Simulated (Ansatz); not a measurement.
Ligand exchange: Ge(CH3)4 + CClF3 → Ge(CH3)3Cl + C2H3F3

Species: Ge(CH3)4 (tetramethylgermane), singlet; CClF3 `FC(F)(F)Cl`, singlet; Ge(CH3)3Cl (chlorotrimethylgermane), singlet; C2H3F3 (1,1,1-trifluoroethane) `CC(F)(F)F`, singlet. The partners trade CH3 for Cl: Ge–CH3 and C–Cl bonds give way to Ge–Cl and C–CH3.

Shapes, held fixed at every level: PBE0-D4/def2-TZVP. Programs: Ansatz 0.2.0. Electronic energies: no zero-point or thermal term.

Problem. Estimate ΔE of this reaction.

Solution. The highest level, CCSD(T)/def2-TZVPP, gives ΔE = -169.8 kJ/mol; the levels span -200.1 to -169.3. The column of differences is taken from that level and isn't an error. No measured value is set beside it here. Relativity is left out for Ge. Outer-core shells of Ge are correlated, in sets that cover them unevenly.

```csv
level,kind,ΔE (kJ/mol),less CCSD(T)/def2-TZVPP
HF/def2-TZVPP,Hartree–Fock,-200.1,-30.3
r2SCAN-D4/def2-TZVPP,meta-GGA,-169.8,0.0
PBE0-D4/def2-TZVPP,global hybrid,-169.3,+0.5
wB97X-V/def2-TZVPP,range-separated hybrid,-173.0,-3.2
B2PLYP/def2-TZVPP,double hybrid,-174.4,-4.6
MP2/def2-TZVPP,perturbation theory,-171.0,-1.2
CCSD(T)/def2-SVP,coupled cluster or CI,-173.2,-3.4
CCSD(T)/def2-TZVPP,coupled cluster or CI,-169.8,0.0
```
